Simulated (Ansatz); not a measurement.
Cost and result for the atomization energy of C₂H₁₂AlNSi (`[CH3][AlH-]([CH3])[NH2+][SiH3]`) (17 atoms, 16 bonds).

Z-matrix (Å, degrees):
```
C
Al 1 1.977
H 1 1.096 2 110.7
H 1 1.096 2 112.9 3 118.8
H 1 1.096 2 112.9 3 -119.0
C 2 1.979 1 117.8 3 70.3
N 2 2.094 1 99.9 3 -179.5
H 2 1.612 1 117.1 3 -75.9
H 6 1.095 2 113.4 1 166.4
H 6 1.096 2 114.4 1 42.5
H 6 1.097 2 108.7 1 -75.8
Si 7 1.784 2 114.6 1 -86.5
H 7 1.016 2 105.6 1 149.2
H 7 1.016 2 104.1 1 37.1
H 12 1.486 7 109.6 2 165.5
H 12 1.477 7 107.5 2 46.0
H 12 1.477 7 106.8 2 -75.1
```

Charge 0, multiplicity 1. The geometry is a stationary point of PBE0-D4/def2-TZVP. It is one conformer, not always the lowest. Program: Ansatz. All runs use 4 threads of an Arm Neoverse V2 on a shared host. Times are those of one run each, without the atoms' runs, and a repeat can differ threefold. Electronic energies, without spin–orbit coupling; frozen cores. CCSD(T)/CBS adds CCSD(T) − MP2 in def2-TZVPP to the MP2 limit, and its time is that of the two runs behind it. T1 = 0.010. HSE06 is the plane-wave form, built on full-range PBE exchange.

CCSD(T)/CBS is a level of theory with its own doubt, some kJ/mol a heavy atom from the limit and from the frozen cores, so smaller differences don't rank the functionals.

| level | functions | wall time |
| --- | --- | --- |
| revPBE-D4/def2-TZVPP | 345 | 4.1 s |
| BLYP-D4/def2-TZVPP | 345 | 4.4 s |
| PBE-D4/def2-TZVPP (with forces) | 345 | 5 s |
| BHLYP-D4/def2-TZVPP | 345 | 7 s |
| HSE06-D4/def2-TZVPP | 345 | 7.5 s |
| CAM-B3LYP-D4/def2-TZVPP | 345 | 8 s |
| PBE-QIDH/def2-TZVPP | 345 | 13 s |
| CCSD(T)/def2-SVP | 138 | 16 s |
| B97M-V/def2-TZVPP | 345 | 18 s |
| ωB97M-V/def2-TZVPP (with forces) | 345 | 24 s |
| MP2/def2-QZVPP | 671 | 63 s |
| CCSD(T)/def2-TZVPP | 345 | 30 min |
| CCSD(T)/CBS(def2) | – | 31 min |

Problem. What atomization energy does each give, and how far from CCSD(T)/CBS? (An estimate is asked.)

Solution. Computed: 
```csv
level,atomization (kJ/mol),difference from CCSD(T)/CBS,per bond
revPBE-D4/def2-TZVPP,5616.8,-104.4,-6.5
BLYP-D4/def2-TZVPP,5672.1,-49.1,-3.1
PBE-D4/def2-TZVPP (with forces),5712.6,-8.6,-0.5
BHLYP-D4/def2-TZVPP,5628.6,-92.6,-5.8
HSE06-D4/def2-TZVPP,5676.2,-45.0,-2.8
CAM-B3LYP-D4/def2-TZVPP,5744.1,22.9,1.4
PBE-QIDH/def2-TZVPP,5649.1,-72.1,-4.5
CCSD(T)/def2-SVP,5407.3,-313.9,-19.6
B97M-V/def2-TZVPP,5734.8,13.6,0.8
ωB97M-V/def2-TZVPP (with forces),5730.1,8.9,0.6
MP2/def2-QZVPP,5661.3,-59.9,-3.7
CCSD(T)/def2-TZVPP,5585.8,-135.4,-8.5
CCSD(T)/CBS(def2),5721.2,0.0,0.0
```

From PBE to PBE0 (25 % exact exchange), in def2-TZVPP and without D4, the atomization energy moves by −33.5 kJ/mol: exact exchange takes away binding that semilocal exchange gives to molecules. At CCSD(T), def2-SVP lies −313.8 kJ/mol from the extrapolated value and def2-TZVPP −135.4 kJ/mol: correlation converges slowly with the basis, and small sets miss more of it in the bonded molecule than in its fragments. Leaving LDA and LC-ωPBE aside and taking each functional with its dispersion term where it has one, the values spread over 127.3 kJ/mol, from revPBE-D4 to CAM-B3LYP-D4. LDA lies +670.9 kJ/mol from PBE without D4, its usual overbinding.
